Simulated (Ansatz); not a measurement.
CH4OSTe, SMILES CS[Te]O.

Geometry: PBE0-D3(BJ)/def2-SVP. The def2 effective core potentials stand for the cores of Te; spin–orbit coupling is left out. One conformer was computed; it need not be the lowest.

Two levels are set side by side: PBE/def2-SVPD (Ansatz, a program for electronic structure) and PBE0/def2-SVPD (Ansatz). Energy differences of separate SCF runs at the same geometry; the states with an electron removed or added have multiplicity 2 and 2. Differences are taken from unrounded values.

| quantity | PBE0 |
|---|---|
| vertical ionisation energy (eV) | 8.50 |
| vertical singlet–triplet gap (eV) | 2.68 |

Q: What does PBE give, and how far is it from PBE0? (An estimate is asked for; the answer gives what the named calculation found.)

A: 
```csv
quantity,PBE,PBE minus PBE0
vertical ionisation energy (eV),8.32,-0.18
vertical singlet–triplet gap (eV),2.64,-0.04
```
